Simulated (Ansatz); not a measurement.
Ansatz (an electronic-structure program) input (B3LYP-D3(BJ)/def2-TZVP):

Ansatz 0.2 input:
```yaml
crystal:
  periodic: [false, false, false]
  atoms:
    - {symbol: Ga, position_ang: [-0.03948009, -0.00409628, 0.01789663]}
    - {symbol: H, position_ang: [1.06030992, -0.38010390, 1.15746597]}
    - {symbol: H, position_ang: [0.12278560, 1.53990398, -0.47125681]}
    - {symbol: H, position_ang: [0.04078718, -1.03281531, -1.24100463]}
basis:
  gaussian:
    orbitals: def2-TZVP
hamiltonian:
  xc: b3lyp
  dispersion: d3bj
total_charge: -1
magnetization: {spin_polarized: true, initial_magnetization: 1}
phonons: {temperatures: {t_min: 298.15, t_max: 298.15, t_step: 100}}
```

Output:

```
Functional definition: B3LYP
integrals: 0.01 GiB planned
535 factors; their error is unknown
mean field: 0.20 GiB planned
mean field evaluation 1: about -52426.4970 eV, gradient 2.5e1 eV
mean field evaluation 2: about -52425.7969 eV, gradient 3.5e1 eV
mean field evaluation 4: about -52427.6233 eV, gradient 2.1e-1 eV
mean field evaluation 8: about -52427.7729 eV, gradient 4.0e-3 eV
mean field -52427.77287059 eV, -1926.6851161733 hartree, gradient 1.2e-5 eV, S^2 0.751118; 0 other end points of the search recorded, 0 dependent functions left out
the calculation of the forces begins
reference -52427.77308774 eV, -1926.6851241534 hartree; 18, 17 occupied and 48, 49 virtual orbitals, 535 factors
these checks for a lower state are left out or cut short: stability, starts, cluster_reference, orbital_swaps, neighbouring_geometries, increment
integrals: 0.01 GiB planned
535 factors; their error is unknown
mean field: 0.20 GiB planned
mean field evaluation 16: about -52427.6238 eV, gradient 9.4e-2 eV
mean field -52427.77282475 eV, -1926.6851144886 hartree, gradient 1.9e-6 eV, S^2 0.751118; 0 other end points of the search recorded, 0 dependent functions left out
the calculation of the forces begins
reference -52427.77304187 eV, -1926.6851224678 hartree; 18, 17 occupied and 48, 49 virtual orbitals, 535 factors
these checks for a lower state are left out or cut short: stability, starts, cluster_reference, orbital_swaps, neighbouring_geometries, increment
integrals: 0.01 GiB planned
535 factors; their error is unknown
mean field: 0.20 GiB planned
mean field -52427.77282822 eV, -1926.6851146165 hartree, gradient 2.9e-6 eV, S^2 0.751119; 0 other end points of the search recorded, 0 dependent functions left out
the calculation of the forces begins
reference -52427.77304539 eV, -1926.6851225973 hartree; 18, 17 occupied and 48, 49 virtual orbitals, 535 factors
these checks for a lower state are left out or cut short: stability, starts, cluster_reference, orbital_swaps, neighbouring_geometries, increment
integrals: 0.01 GiB planned
535 factors; their error is unknown
mean field: 0.20 GiB planned
mean field evaluation 32: about -52427.7728 eV, gradient 2.6e-5 eV
mean field -52427.77284394 eV, -1926.6851151941 hartree, gradient 2.6e-6 eV, S^2 0.751121; 0 other end points of the search recorded, 0 dependent functions left out
the calculation of the forces begins
reference -52427.77306105 eV, -1926.6851231726 hartree; 18, 17 occupied and 48, 49 virtual orbitals, 535 factors
these checks for a lower state are left out or cut short: stability, starts, cluster_reference, orbital_swaps, neighbouring_geometries, increment
integrals: 0.01 GiB planned
535 factors; their error is unknown
mean field: 0.20 GiB planned
mean field -52427.77283365 eV, -1926.6851148158 hartree, gradient 2.9e-6 eV, S^2 0.751116; 0 other end points of the search recorded, 0 dependent functions left out
the calculation of the forces begins
reference -52427.77305084 eV, -1926.6851227973 hartree; 18, 17 occupied and 48, 49 virtual orbitals, 535 factors
these checks for a lower state are left out or cut short: stability, starts, cluster_reference, orbital_swaps, neighbouring_geometries, increment
integrals: 0.01 GiB planned
535 factors; their error is unknown
mean field: 0.20 GiB planned
mean field -52427.77285467 eV, -1926.6851155883 hartree, gradient 2.9e-6 eV, S^2 0.751117; 0 other end points of the search recorded, 0 dependent functions left out
the calculation of the forces begins
reference -52427.77307186 eV, -1926.6851235700 hartree; 18, 17 occupied and 48, 49 virtual orbitals, 535 factors
these checks for a lower state are left out or cut short: stability, starts, cluster_reference, orbital_swaps, neighbouring_geometries, increment
integrals: 0.01 GiB planned
535 factors; their error is unknown
mean field: 0.20 GiB planned
mean field -52427.77285806 eV, -1926.6851157128 hartree, gradient 1.6e-6 eV, S^2 0.751120; 0 other end points of the search recorded, 0 dependent functions left out
the calculation of the forces begins
reference -52427.77307516 eV, -1926.6851236913 hartree; 18, 17 occupied and 48, 49 virtual orbitals, 535 factors
these checks for a lower state are left out or cut short: stability, starts, cluster_reference, orbital_swaps, neighbouring_geometries, increment
integrals: 0.01 GiB planned
535 factors; their error is unknown
mean field: 0.20 GiB planned
mean field -52427.77286461 eV, -1926.6851159538 hartree, gradient 1.5e-6 eV, S^2 0.751119; 0 other end points of the search recorded, 0 dependent functions left out
the calculation of the forces begins
reference -52427.77308176 eV, -1926.6851239337 hartree; 18, 17 occupied and 48, 49 virtual orbitals, 535 factors
these checks for a lower state are left out or cut short: stability, starts, cluster_reference, orbital_swaps, neighbouring_geometries, increment
integrals: 0.01 GiB planned
535 factors; their error is unknown
mean field: 0.20 GiB planned
mean field evaluation 64: about -52427.7729 eV, gradient 1.8e-6 eV
mean field -52427.77286591 eV, -1926.6851160014 hartree, gradient 1.8e-6 eV, S^2 0.751118; 0 other end points of the search recorded, 0 dependent functions left out
the calculation of the forces begins
reference -52427.77308306 eV, -1926.6851239815 hartree; 18, 17 occupied and 48, 49 virtual orbitals, 535 factors
these checks for a lower state are left out or cut short: stability, starts, cluster_reference, orbital_swaps, neighbouring_geometries, increment
integrals: 0.01 GiB planned
535 factors; their error is unknown
mean field: 0.20 GiB planned
mean field -52427.77285502 eV, -1926.6851156013 hartree, gradient 1.4e-6 eV, S^2 0.751118; 0 other end points of the search recorded, 0 dependent functions left out
the calculation of the forces begins
reference -52427.77307222 eV, -1926.6851235830 hartree; 18, 17 occupied and 48, 49 virtual orbitals, 535 factors
these checks for a lower state are left out or cut short: stability, starts, cluster_reference, orbital_swaps, neighbouring_geometries, increment
integrals: 0.01 GiB planned
535 factors; their error is unknown
mean field: 0.20 GiB planned
mean field -52427.77285045 eV, -1926.6851154331 hartree, gradient 9.5e-7 eV, S^2 0.751118; 0 other end points of the search recorded, 0 dependent functions left out
the calculation of the forces begins
reference -52427.77306755 eV, -1926.6851234114 hartree; 18, 17 occupied and 48, 49 virtual orbitals, 535 factors
these checks for a lower state are left out or cut short: stability, starts, cluster_reference, orbital_swaps, neighbouring_geometries, increment
integrals: 0.01 GiB planned
535 factors; their error is unknown
mean field: 0.20 GiB planned
mean field -52427.77283785 eV, -1926.6851149704 hartree, gradient 1.6e-6 eV, S^2 0.751119; 0 other end points of the search recorded, 0 dependent functions left out
the calculation of the forces begins
reference -52427.77305496 eV, -1926.6851229488 hartree; 18, 17 occupied and 48, 49 virtual orbitals, 535 factors
these checks for a lower state are left out or cut short: stability, starts, cluster_reference, orbital_swaps, neighbouring_geometries, increment
integrals: 0.01 GiB planned
535 factors; their error is unknown
mean field: 0.20 GiB planned
mean field -52427.77283955 eV, -1926.6851150327 hartree, gradient 2.8e-6 eV, S^2 0.751118; 0 other end points of the search recorded, 0 dependent functions left out
the calculation of the forces begins
reference -52427.77305674 eV, -1926.6851230143 hartree; 18, 17 occupied and 48, 49 virtual orbitals, 535 factors
these checks for a lower state are left out or cut short: stability, starts, cluster_reference, orbital_swaps, neighbouring_geometries, increment
integrals: 0.01 GiB planned
535 factors; their error is unknown
mean field: 0.20 GiB planned
mean field evaluation 96: about -52427.7729 eV, gradient 2.1e-6 eV
mean field -52427.77286585 eV, -1926.6851159991 hartree, gradient 2.1e-6 eV, S^2 0.751118; 0 other end points of the search recorded, 0 dependent functions left out
the calculation of the forces begins
reference -52427.77308299 eV, -1926.6851239790 hartree; 18, 17 occupied and 48, 49 virtual orbitals, 535 factors
these checks for a lower state are left out or cut short: stability, starts, cluster_reference, orbital_swaps, neighbouring_geometries, increment
integrals: 0.01 GiB planned
535 factors; their error is unknown
mean field: 0.20 GiB planned
mean field -52427.77286981 eV, -1926.6851161448 hartree, gradient 2.6e-6 eV, S^2 0.751119; 0 other end points of the search recorded, 0 dependent functions left out
the calculation of the forces begins
reference -52427.77308696 eV, -1926.6851241249 hartree; 18, 17 occupied and 48, 49 virtual orbitals, 535 factors
Total energy: -52427.82833051 eV, -1926.6871542879 hartree
Atom 0 at    -0.039480    -0.004096     0.017897 Å, force     0.000581     0.000074    -0.000248 eV/Å
Atom 1 at     1.060310    -0.380104     1.157466 Å, force    -0.000317     0.000047    -0.000167 eV/Å
Atom 2 at     0.122786     1.539904    -0.471257 Å, force    -0.000145    -0.000304     0.000131 eV/Å
Atom 3 at     0.040787    -1.032815    -1.241005 Å, force    -0.000119     0.000183     0.000285 eV/Å
Dipole moment:    -0.067056    -0.006956     0.030399 e Å
Vibrations: 600.35 732.46 732.55 1668.98 1668.98 1679.59 cm⁻¹, zero-point energy 0.439084 eV
```
